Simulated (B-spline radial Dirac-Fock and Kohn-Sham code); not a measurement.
## L-shell conversion coefficients of Pt against transition energy

Level of theory: a Dirac-Hartree-Slater potential of the neutral atom with a Latter tail (no hole, which puts coefficients of high multipoles low close above an edge), finite nucleus with surface currents; a radial atomic solver. Subshells within 1 keV of threshold and pair formation are left out.

```tsv
energy (keV)	E1	E4	E5	M1	M2	M3
15.6	9.40	1.21e+08	1.52e+09	222	67800	2.33e+07
20	4.90	3.43e+07	6.94e+08	106	20700	4.52e+06
27.8	2.03	4.97e+06	1.16e+08	39.8	4390	536000
28.6	1.88	4.18e+06	9.78e+07	36.6	3850	447000
29.8	1.68	3.25e+06	7.58e+07	32.4	3180	344000
33.7	1.21	1.51e+06	3.47e+07	22.5	1800	158000
42.7	0.634	339000	7.19e+06	11.2	608	36100
44.4	0.570	264000	5.51e+06	9.95	509	28400
48.6	0.445	148000	2.96e+06	7.62	339	16300
50	0.412	123000	2.43e+06	7.01	298	13800
69.7	0.166	14500	237000	2.65	68.8	1910
94.2	0.0730	2080	27900	1.10	19.0	343
100	0.0621	1420	18200	0.926	14.8	247
200	0.00978	18.4	143	0.128	0.929	6.73
325	0.00289	1.08	5.90	0.0334	0.159	0.717
326	0.00287	1.06	5.79	0.0331	0.157	0.708
424	0.00155	0.258	1.17	0.0163	0.0642	0.233
500	0.00107	0.113	0.452	0.0105	0.0374	0.121
720	0.000498	0.0216	0.0671	0.00402	0.0121	0.0310
750	0.000459	0.0182	0.0551	0.00362	0.0107	0.0269
802	0.000402	0.0139	0.0402	0.00304	0.00876	0.0213
1000	0.000263	0.00608	0.0153	0.00173	0.00464	0.0102
1360	0.000151	0.00222	0.00469	0.000790	0.00199	0.00391
1390	0.000145	0.00208	0.00434	0.000747	0.00188	0.00366
1590	0.000115	0.00141	0.00275	0.000532	0.00132	0.00247
2000	7.80e-05	0.000757	0.00135	0.000299	0.000730	0.00130
```

Q: How fast do they fall between 1390 and 2000 keV?

A: As powers of the energy: E1 E^-1.71, E4 E^-2.78, E5 E^-3.21, M1 E^-2.51, M2 E^-2.60, M3 E^-2.85. Within one type (E or M) the higher multipoles fall faster.

Values without a named source are computed, but for edge energies of neutral atoms, which are taken from tables.
